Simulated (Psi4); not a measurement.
CF₃ (SMILES F[C-](F)F), charge -1, singlet, at a GFN2-xTB geometry (a gas-phase anion, which may not be bound at this level); Psi4 with PBE/STO-3G.

The Psi4 input:
```
memory 2 GB

molecule {
-1 1
  C     0.01018319   -0.00657116    0.53245374
  F    -0.01807559    1.27792011   -0.10226750
  F     1.11097537   -0.62281319   -0.14731810
  F    -1.09968858   -0.65072614   -0.10538356
}

set basis sto-3g
set soscf true

energy('pbe')
print_variables()
```

Question: What does Psi4 print? Leave out banner, timings and long lists.

Answer: 
```
   => Loading Basis Set <=

    Name: STO-3G
    Role: ORBITAL
    Keyword: BASIS

         ---------------------------------------------------------
                                   SCF
               by Justin Turney, Rob Parrish, Andy Simmonett
                          and Daniel G. A. Smith
                              RKS Reference
         ---------------------------------------------------------

  ==> Geometry <==

    Molecular point group: c1
    Full point group: C1

    Geometry (in Angstrom), charge = -1, multiplicity = 1:

       Center              X                  Y                   Z               Mass
    ------------   -----------------  -----------------  -----------------  -----------------
         C            0.010281429855    -0.006634554323     0.537590362305    12.000000000000
         F           -0.017977350145     1.277856715677    -0.097130877695    18.998403162730
         F            1.111073609855    -0.622876584323    -0.142181477695    18.998403162730
         F           -1.099590340145    -0.650789534323    -0.100246937695    18.998403162730

  Running in c1 symmetry.

  Rotational constants: A =      0.33284  B =      0.33284  C =      0.18147 [cm^-1]
  Rotational constants: A =   9978.37465  B =   9978.37457  C =   5440.37943 [MHz]
  Nuclear repulsion =  117.974786979728677

  Charge       = -1
  Multiplicity = 1
  Electrons    = 34
  Nalpha       = 17
  Nbeta        = 17

  ==> Algorithm <==

  SCF Algorithm Type is DF.
  DIIS enabled.
  MOM disabled.
  Fractional occupation disabled.
  Guess Type is SAD.
  Energy threshold   = 1.00e-06
  Density threshold  = 1.00e-06
  Integral threshold = 1.00e-12

  ==> Primary Basis <==

  Basis Set: STO-3G
    Blend: STO-3G
    Number of shells: 12
    Number of basis functions: 20
    Number of Cartesian functions: 20
    Spherical Harmonics?: true
    Max angular momentum: 1

  ==> DFT Potential <==

   => LibXC <=

    Version 7.1.2
    S. Lehtola, C. Steigemann, M. J. T. Oliveira, and M. A. L. Marques,  SoftwareX 7, 1–5 (2018) (10.1016/j.softx.2017.11.002)

   => Composite Functional: PBE <=

    PBE GGA Exchange-Correlation Functional

    J.P. Perdew et. al., Phys. Rev. Lett., 77(18), 3865-3868, 1996

    Deriv               =              1
    GGA                 =           TRUE
    Meta                =          FALSE

    Exchange Hybrid     =          FALSE
    MP2 Hybrid          =          FALSE

   => Exchange Functionals <=

    1.0000     XC_GGA_X_PBE

   => Correlation Functionals <=

    1.0000     XC_GGA_C_PBE

   => LibXC Density Thresholds  <==

    XC_GGA_C_PBE:  1.00E-12
    XC_GGA_X_PBE:  1.00E-15

   => Molecular Quadrature <=

    Radial Scheme          =       TREUTLER
    Pruning Scheme         =           NONE
    Nuclear Scheme         =       TREUTLER

    Blocking Scheme        =         OCTREE
    BS radius alpha        =              1
    Pruning alpha          =              1
    Radial Points          =             75
    Spherical Points       =            302
    Total Points           =          85409
    Total Blocks           =            713
    Max Points             =            256
    Max Functions          =             19
    Weights Tolerance      =       1.00E-15

   => Loading Basis Set <=

    Name: (STO-3G AUX)
    Role: JKFIT
    Keyword: DF_BASIS_SCF

  ==> Integral Setup <==

  SCF_SUBTYPE=INCORE selected. In-core MEM_DF algorithm will be used.
  Using in-core AOs.

  ==> MemDFJK: Density-Fitted J/K Matrices <==

    J tasked:                   Yes
    K tasked:                    No
    wK tasked:                   No
    Algorithm:                 Core
    Schwarz Cutoff:           1E-12
    Mask sparsity (%):       1.5000
    Fitting Condition:        1E-10

   => Auxiliary Basis Set <=

  Basis Set: (STO-3G AUX)
    Blend: DEF2-UNIVERSAL-JKFIT
    Number of shells: 100
    Number of basis functions: 306
    Number of Cartesian functions: 368
    Spherical Harmonics?: true
    Max angular momentum: 4

  Minimum eigenvalue in the overlap matrix is 3.8270217217E-01.
  Reciprocal condition number of the overlap matrix is 2.2543099018E-01.
    Using symmetric orthogonalization.

  ==> Pre-Iterations <==

  SCF Guess: Superposition of Atomic Densities via on-the-fly atomic UHF (no occupation information).

   -------------------------
    Irrep   Nso     Nmo
   -------------------------
     A         20      20
   -------------------------
    Total      20      20
   -------------------------

  ==> Iterations <==

                           Total Energy        Delta E     RMS |[F,P]|

   @DF-RKS iter SAD:  -331.36785941314565   -3.31368e+02   0.00000e+00
   @DF-RKS iter   1:  -332.25564067822631   -8.87781e-01   4.73003e-03 DIIS/ADIIS
   @DF-RKS iter   2:  -332.25749669396305   -1.85602e-03   4.58759e-03 DIIS/ADIIS
   @DF-RKS iter   3:  -332.26259596166204   -5.09927e-03   1.02877e-03 SOKS, nmicro=4
   @DF-RKS iter   4:  -332.26287650576489   -2.80544e-04   3.66005e-06 SOKS, nmicro=4
   @DF-RKS iter   5:  -332.26287651214705   -6.38215e-09   1.03859e-08 SOKS, nmicro=conv
  Energy and wave function converged.

  ==> Post-Iterations <==

   Electrons on quadrature grid:
      Ntotal   =   33.9999931433 ; deviation = -6.857e-06

    Orbital Energies [Eh]
    ---------------------

    Doubly Occupied:

       1A    -23.506414     2A    -23.506098     3A    -23.506095
       4A     -9.253240     5A     -0.654881     6A     -0.576852
       7A     -0.576850     8A     -0.070472     9A      0.063455
      10A      0.063455    11A      0.134339    12A      0.210659
      13A      0.210663    14A      0.237304    15A      0.237306
      16A      0.244053    17A      0.369384

    Virtual:

      18A      0.666657    19A      0.666658    20A      0.706886

    Final Occupation by Irrep:
              A
    DOCC [    17 ]
    NA   [    17 ]
    NB   [    17 ]

  @DF-RKS Final Energy:  -332.26287651214705

   => Energetics <=

    Nuclear Repulsion Energy =            117.9747869797286768
    One-Electron Energy =                -714.0724938455501842
    Two-Electron Energy =                 301.2295295483617679
    DFT Exchange-Correlation Energy =     -37.3946991946873553
    Empirical Dispersion Energy =           0.0000000000000000
    VV10 Nonlocal Energy =                  0.0000000000000000
    Total Energy =                       -332.2628765121470451

Computation Completed

Properties will be evaluated at   0.000000,   0.000000,   0.000000 [a0]

Properties computed using the SCF density matrix

 Multipole Moments:

 ------------------------------------------------------------------------------------
     Multipole            Electronic (a.u.)      Nuclear  (a.u.)        Total (a.u.)
 ------------------------------------------------------------------------------------

 L = 1.  Multiply by 2.5417464519 to convert [e a0] to [Debye]
 Dipole X            :         -0.0194887            0.0061262           -0.0133625
 Dipole Y            :          0.0125723           -0.0039532            0.0086191
 Dipole Z            :         -1.0190005            0.3203247           -0.6986758
 Magnitude           :                                                    0.6988567

 ------------------------------------------------------------------------------------

  Variable Map:
  ----------------------------------------------------------------------------
  "CURRENT ENERGY"              =>    -332.262876512147
  "CURRENT REFERENCE ENERGY"    =>    -332.262876512147
  "DD SOLVATION ENERGY"         =>       0.000000000000
  "DFT FUNCTIONAL TOTAL ENERGY" =>    -332.262876512147
  "DFT TOTAL ENERGY"            =>    -332.262876512147
  "DFT VV10 ENERGY"             =>       0.000000000000
  "DFT XC ENERGY"               =>     -37.394699194687
  "GRID ELECTRONS ALPHA"        =>      16.999996571671
  "GRID ELECTRONS BETA"         =>      16.999996571671
  "GRID ELECTRONS TOTAL"        =>      33.999993143342
  "NUCLEAR REPULSION ENERGY"    =>     117.974786979729
  "ONE-ELECTRON ENERGY"         =>    -714.072493845550
  "PCM POLARIZATION ENERGY"     =>       0.000000000000
  "PE ENERGY"                   =>       0.000000000000
  "SCF ITERATION ENERGY"        =>    -332.262876512147
  "SCF ITERATIONS"              =>       5.000000000000
  "SCF TOTAL ENERGY"            =>    -332.262876512147
  "TWO-ELECTRON ENERGY"         =>     301.229529548362
  "XC GRID RADIAL POINTS"       =>      75.000000000000
  "XC GRID SPHERICAL POINTS"    =>     302.000000000000
  "XC GRID TOTAL POINTS"        =>   85409.000000000000

  Array Variable Map:
  ----------------------------------------------------------------------------
  "CURRENT DIPOLE"              =>      -0.013362496655 ... -0.698675779847 1 by 3
  "SCF DIPOLE"                  =>      -0.013362496655 ... -0.698675779847 1 by 3
  "SCF TOTAL ENERGIES"          =>    -331.367859413146 ... -332.262876512147 1 by 6
```
